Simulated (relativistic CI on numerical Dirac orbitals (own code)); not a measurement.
Hyperfine structure of Lu³¹⁺, mass number 173

Calculated at this level of theory: Dirac-Coulomb-Breit CI, KLI orbitals optimised for each configuration, a model potential for QED, unscaled Slater integrals (own radial code, finite nucleus).

Configurations in the expansion (outside the closed core [Ar] 3d10): 4s2 4p6 4d4, 4s2 4p5 4d5, 4s2 4p6 4d3 4f, 4s 4p6 4d5, 4s 4p6 4d4 4f, 4s2 4p6 4d3 5s, 4s2 4p6 4d3 5d, 4s2 4p6 4d3 5g, 4p6 4d6, 4p5 4d7, 4s2 4p6 4d2 5s2, 4s2 4p6 4d 4f 5s2, 4s 4p6 4d2 4f 5s2, 4s2 4p6 4d 5s2 5d. Double excitations out of closed p, d and f shells are left out; levels of such configurations are missing from the list, as are those of other unlisted configurations, and high levels can miss mixing partners.

Nuclear spin I = 7/2, μ = 2.273 μN, Q = 3.53 b (tables of Stone and Pyykkö). The electronic factors are computed for point nuclear moments, without core polarisation or the Bohr-Weisskopf and QED corrections.

```
           Level   E (eV)  A (MHz)  B (MHz)
4s2 4p6 4d4 5D_1  10.7029   -565.8    15700
4s2 4p6 4d4 5D_2  15.3830     4815    30700
4s2 4p6 4d4 3H_5  28.8456     7790    38600
4s2 4p6 4d4 3H_6  30.2033     8219    46200
4s2 4p6 4d4 3G_4  31.7641     8897   -15100
```

Levels with J = 0, under 50 % of one LS term, or S terms without an open s electron are left out. Small factors come from cancelling terms and can be off by tens of per cent or more.

At this charge energies of transitions that change n are usually good to better than 1 %, and those within a shell (Δn = 0) to a few per cent. Terms inside the open d or f shell come out 10 to 20 % too wide with unscaled integrals.

Problem. Give the hyperfine levels of 4s2 4p6 4d4 5D_2 relative to its centre of gravity.

Solution. With K = F(F + 1) − I(I + 1) − J(J + 1), E = AK/2 + B[¾K(K + 1) − I(I + 1)J(J + 1)]/[2I(2I − 1)J(2J − 1)]: F = 3/2: -26880, F = 5/2: -28560, F = 7/2: -23230, F = 9/2: -3203, F = 11/2: 41390 MHz.

LS names give the leading component of a level, which can be under half, so a name can repeat, a term be missing and a line seem to break the LS rules.
